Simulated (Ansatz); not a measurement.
Steps of a relaxation of `F[Si]Br` with RKS PBE-D4/def2-SVP.

```sh
$ ansatz run in.yaml --threads 4 --pin off --events-out ev --progress --plain --max-ram 10444MiB
```

```yaml
crystal:
  periodic: [false, false, false]
  atoms:
    - {symbol: F, position_ang: [0.327700, 1.368600, 0.319400]}
    - {symbol: Si, position_ang: [-0.647000, 0.259700, -0.323000]}
    - {symbol: Br, position_ang: [0.308300, -1.693100, -0.009700]}
basis:
  gaussian: {orbitals: def2-SVP}
hamiltonian: {xc: pbe, dispersion: d4}
relax: {f_tol: 0.03, max_steps: 200}
```

Positions (Å) and forces (eV/Å) along the path, 4 of 4 steps:

```xyz
3
step=1 energy=-80612.4061 eV
F     0.328    1.369    0.319    0.943    0.642    0.576
Si   -0.647    0.260   -0.323   -1.633    0.331   -0.849
Br    0.308   -1.693   -0.010    0.691   -0.973    0.272
3
step=2 energy=-80612.4761 eV
F     0.373    1.280    0.335    0.079    0.463    0.091
Si   -0.738    0.304   -0.367    0.007   -0.217   -0.019
Br    0.354   -1.650    0.019   -0.086   -0.246   -0.072
3
step=3 energy=-80612.4979 eV
F     0.355    1.344    0.332    0.040    0.027    0.024
Si   -0.704    0.287   -0.351   -0.106    0.085   -0.048
Br    0.338   -1.696    0.006    0.066   -0.112    0.024
3
step=4 energy=-80612.4987 eV
F     0.356    1.345    0.332   -0.001    0.002    0.000
Si   -0.708    0.291   -0.353    0.008   -0.011    0.003
Br    0.341   -1.701    0.007   -0.007    0.010   -0.003
```

It took 2.1 s on 4 threads of an Arm Neoverse V1 on a shared host, with 0.12 GiB of host memory at the peak.
